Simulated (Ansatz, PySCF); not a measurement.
H₂O₃P, SMILES O=[P](O)O, multiplicity 2. Atoms are numbered in the order given.

```xyz
6

O      1.4589    -0.0838     0.5249
P      0.2214    -0.0001    -0.2963
O     -0.9286    -1.1358    -0.0076
O     -0.6853     1.3227    -0.0478
H     -0.5398    -2.0136     0.1103
H     -1.6257     1.1416    -0.1854
```
Charge 0, spin multiplicity 2.

Geometry optimised at PBE0-D3(BJ)/def2-SVP. The isomer is the one that the SMILES or the coordinates give; other isomers of the formula were not compared. Other conformers were not sampled.

Two levels are set side by side: PBE-D3(BJ)/def2-SVP (Ansatz, an electronic-structure program) and PBE0-D3(BJ)/def2-SVP (Ansatz). Each level has its own optimised geometry; the coordinates shown are those of the second. Frequencies come from the Hessian of PySCF at each geometry. Differences are taken from unrounded values.

| quantity | PBE0-D3(BJ) |
|---|---|
| mean bond length (Å) | 1.337 |
| bond O1–P2 (Å) | 1.488 |
| bond P2–O3 (Å) | 1.642 |
| bond P2–O4 (Å) | 1.623 |
| bond O3–H5 (Å) | 0.967 |
| bond O4–H6 (Å) | 0.968 |
| highest harmonic wavenumber (cm⁻¹) | 3861 |
| mean harmonic wavenumber (cm⁻¹) | 1176 |
| zero-point energy (kcal/mol) | 20.18 |

What does PBE-D3(BJ) give, and how far is it from PBE0-D3(BJ)? (An estimate is asked for; the answer gives what the named calculation found.)


```json
[
 {"quantity": "mean bond length (Å)", "PBE-D3(BJ)": "1.358", "PBE-D3(BJ) minus PBE0-D3(BJ)": "0.021"},
 {"quantity": "bond O1–P2 (Å)", "PBE-D3(BJ)": "1.509", "PBE-D3(BJ) minus PBE0-D3(BJ)": "0.021"},
 {"quantity": "bond P2–O3 (Å)", "PBE-D3(BJ)": "1.673", "PBE-D3(BJ) minus PBE0-D3(BJ)": "0.031"},
 {"quantity": "bond P2–O4 (Å)", "PBE-D3(BJ)": "1.650", "PBE-D3(BJ) minus PBE0-D3(BJ)": "0.028"},
 {"quantity": "bond O3–H5 (Å)", "PBE-D3(BJ)": "0.979", "PBE-D3(BJ) minus PBE0-D3(BJ)": "0.012"},
 {"quantity": "bond O4–H6 (Å)", "PBE-D3(BJ)": "0.980", "PBE-D3(BJ) minus PBE0-D3(BJ)": "0.012"},
 {"quantity": "highest harmonic wavenumber (cm⁻¹)", "PBE-D3(BJ)": "3688", "PBE-D3(BJ) minus PBE0-D3(BJ)": "-173"},
 {"quantity": "mean harmonic wavenumber (cm⁻¹)", "PBE-D3(BJ)": "1122", "PBE-D3(BJ) minus PBE0-D3(BJ)": "-54"},
 {"quantity": "zero-point energy (kcal/mol)", "PBE-D3(BJ)": "19.25", "PBE-D3(BJ) minus PBE0-D3(BJ)": "-0.93"}
]
```

GGA bonds tend to be longer and softer than those of functionals with exact exchange. Differences between two approximate levels are no errors against the true value.
